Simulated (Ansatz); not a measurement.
```yaml
crystal:
  periodic: [false, false, false]
  atoms:
    - {symbol: N, position_ang: [0.428641, 1.109578, 1.294791]}
    - {symbol: Si, position_ang: [0.573869, -0.246086, 0.264591]}
    - {symbol: O, position_ang: [0.159983, -1.697794, 0.939514]}
    - {symbol: Si, position_ang: [-0.878956, -0.056683, -1.558301]}
    - {symbol: H, position_ang: [1.222064, 1.558471, 1.717520]}
    - {symbol: H, position_ang: [-0.447680, 1.469781, 1.631067]}
    - {symbol: H, position_ang: [2.014393, -0.244912, -0.120560]}
    - {symbol: H, position_ang: [0.623188, -1.959370, 1.737623]}
    - {symbol: H, position_ang: [-0.443939, 1.064054, -2.437055]}
    - {symbol: H, position_ang: [-0.929497, -1.301347, -2.371323]}
    - {symbol: H, position_ang: [-2.256768, 0.247303, -1.077365]}
basis:
  gaussian: {orbitals: cc-pVTZ}
hamiltonian: {xc: {name: wB97X-D}}
scf: {lower_state_search: full}
output: {forces: true}
```

```sh
$ ansatz run in.yaml --threads 4 --pin off --events-out ev --progress --plain --max-ram 10444MiB
```

Output, abridged:

```
Error: YAML parse error: error: line 17 column 19: hamiltonian.xc: no functional is named "wB97X-D"; the names, which are not case-sensitive, are SVWN5, SPW92, PBE, PBE0, PBEsol, revPBE, revPBE0, RPBE, rPW86-PBE, HSE06, wPBEh, LC-wPBE, HISS, HF, BLYP, B3LYP, B3LYP5, BHLYP, CAM-B3LYP, r2SCAN, r2SCANh, r2SCAN0, r2SCAN50, m-r2SCAN, B97, wB97, wB97X, wB97X-V, B97M-V, wB97M-V, B2PLYP, B2GP-PLYP, PBE0-DH, PBE-QIDH
15 | basis:
16 |   gaussian: {orbitals: cc-pVTZ}
17 | hamiltonian: {xc: {name: wB97X-D}}
18 | scf: {lower_state_search: full}
19 | output: {forces: true}
```

**Question.** What is wrong with this run?

**Answer.** The method's name isn't one that the program takes here. The input was rejected before any iteration.

HSE06 is defined as in plane-wave codes.
